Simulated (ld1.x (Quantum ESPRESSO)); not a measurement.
# niobium (Nb), TM: configuration errors across variants

ld1.x (Quantum ESPRESSO) 7.5 input, shortened:

```
&input
   title='Nb', zed=41., rel=1, dft='PBESOL', iswitch=3,
   config='[Kr] 4d4 5s1 5p0'
 /
 &inputp
   pseudotype=2, tm=.true., lloc=2,
   nlcc=.true., new_core_ps=.true., rcore=2.30
 /
3
5S  1  0   1.00   0.00  2.20  2.20  0.0
5P  2  1   0.00   0.00  2.95  2.95  0.0
4D  3  2   4.00   0.00  2.40  2.40  0.0
 &test
   configts(1)='4d4 5s1 5p0'
 /
```

All-electron excitation energies from the reference (eV): (1) 4d4 5s0 5p0 6.652; (2) 4d3 5s0 5p0 20.680; (3) 4d2 5s0 5p0 45.377; (4) 4d5 5s0 5p0 1.284; (5) 4d4.5 5s0.5 5p0 0.566; (6) 4d3 5s1 5p0 7.038.

Tests that are not counted but printed errors over 1 eV. “base”: 4d3 5s1 5p1 (solver errors, printed error -1.7 eV). “core correction none”: 4d3 5s1 5p1 (an occupied level unbound or not found, printed error -2.2 eV). “core correction Bessel-smoothed model core inside 1.22 bohr”: 4d3 5s1 5p1 (solver errors, printed error -1.7 eV). “core correction Bessel-smoothed model core inside 1.44 bohr”: 4d3 5s1 5p1 (solver errors, printed error -1.7 eV). “core correction Bessel-smoothed model core inside 1.74 bohr”: 4d3 5s1 5p1 (solver errors, printed error -2.2 eV).

A true bound ghost makes a file unfit for plane-wave use even where its test errors are small: the radial tests pick states by their node count and pass the ghost by. Where a test does run into it, the solver fails or the error is huge.

Errors AE − PS in meV (a dash: test not solved or not reliable):

```tsv
change	(1)	(2)	(3)	(4)	(5)	(6)	bound ghosts
base	-7.1	-80	-492	-26	-8.2	-47	s, p
core correction none	+7.6	+3.9	-33	-7.3	-2.3	-18	s, p
core correction Bessel-smoothed model core inside 1.22 bohr	-8.1	-80	-506	-28	-8.7	-48	s, p
core correction Bessel-smoothed model core inside 1.44 bohr	-8.1	-80	-506	-28	-8.7	-48	s, p
core correction Bessel-smoothed model core inside 1.74 bohr	-8.1	-80	-506	-28	-8.7	-48	s, p
core correction Bessel-smoothed model core inside 2.02 bohr	-7.9	-80	-503	-28	-8.6	-48	s, p
core correction Bessel-smoothed model core inside 2.32 bohr	-7.0	-80	-490	-26	-8.1	-46	s, p
core correction Bessel-smoothed model core inside 2.60 bohr	-5.7	-80	-461	-23	-7.2	-43	s, p
```

(1) Give the same row for: core correction Bessel-smoothed model core inside 1.02 bohr.

Answers

(1) -8.1, -80, -506, -28, -8.7, -48; bound ghosts: s, p. Not counted: 4d3 5s1 5p1 (solver errors, printed error -3.2 eV).
